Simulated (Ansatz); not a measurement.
```xyz
13

C     0.539    1.422    1.655
C    -0.277    0.571    0.690
B     0.455   -0.509   -0.139
Sn   -0.460   -1.445   -1.975
H     1.191    2.109    1.110
H    -0.098    2.024    2.308
H     1.178    0.799    2.285
H    -0.969    1.178    0.097
H    -0.959   -0.094    1.264
H     1.515   -0.930    0.234
H     0.471   -1.087   -3.367
H    -2.050   -0.886   -2.288
H    -0.537   -3.152   -1.874
```

Charge 0, multiplicity 1. Sn: def2 effective core potential.

List the r2SCAN/def2-TZVPP orbital energies in eV (Ansatz). (Estimate.)

Ansatz gave: Occupied: -273.01, -272.98, -180.95, -136.49, -91.30, -91.29, -91.25, -25.73, -25.72, -25.65, -25.59, -25.58, -20.04, -16.47, -13.29, -12.08, -11.38, -10.24, -9.88, -8.97, -8.18, -7.89, -7.66, -6.63. Lowest empty: -2.50, 0.45, 0.51, 0.91, 1.03, 1.53, 2.28, 2.47.
